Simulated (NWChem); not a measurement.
# CH$_{6}$OSi$_{2}$; SMILES O=C[SiH2][SiH3]

```xyz
10

O      0.8043    -2.2779    -0.3229
C      0.1427    -1.6480     0.4619
Si    -0.9092    -0.1135    -0.0814
Si     0.4734     1.7849     0.0003
H      0.1447    -1.9254     1.5545
H     -2.0571     0.0549     0.8645
H     -1.4111    -0.3453    -1.4675
H     -0.2985     3.0024    -0.3942
H      1.6262     1.6038    -0.9317
H      0.9917     1.9673     1.3908
```
Atoms are numbered in this order, from 1.

All runs: NWChem. Coordinates come from a PBE0/def2-SVP optimisation. B3LYP is NWChem's, with the RPA form of VWN correlation. Level: B3LYP/def2-SVP with SMD (1 M gas to 1 M solution), gas-phase geometry. Reactions with the solvent are ignored.

Q: Among these, which solvent gives the highest value of “solvation free energy (kcal/mol)”?
A. toluene
B. water
C. cyclohexanone
D. ethanol

A: B, water. Values: cyclohexanone -2.2; ethanol -2.0; toluene -1.9; water 0.9
